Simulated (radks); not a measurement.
Results of a calculation; reference values are marked as such.
Spin polarisation of the 2p2 shell in N+. Start: [He] 2s2 2p(up 1, down 1); electrons of 2p are moved from spin down to spin up, other shells keep equal spins. Code: a radial shooting solver on a logarithmic mesh with Libxc functionals. Model: scalar-relativistic Kohn-Sham, PBEsol, spin-polarised, spherical densities, finite nucleus; Fermi nuclear charge, rms radius of each element as measured or else 0.836 A^(1/3) + 0.57 fm.

| moment (Bohr magnetons) | E - E(0) (eV) | e(2p up) (eV) | e(2p down) (eV) | 2s down minus up (eV) |
|---|---|---|---|---|
| 0 | 0.000 | -20.598 | -20.598 | 0.000 |
| 0.5 | -0.115 | -21.027 | -20.107 | 0.918 |
| 1 | -0.461 | -21.398 | -19.549 | 1.847 |
| 1.5 | -1.041 | -21.709 | -18.918 | 2.795 |
| 2 | -1.858 | -21.960 | -18.207 | 3.769 |

At moment 2 the spin-polarisation energy is -1.858 eV and the 2p exchange splitting 3.753 eV, that is 1.877 eV per Bohr magneton; E = -I m^2/4 would give I = 1.858 eV.
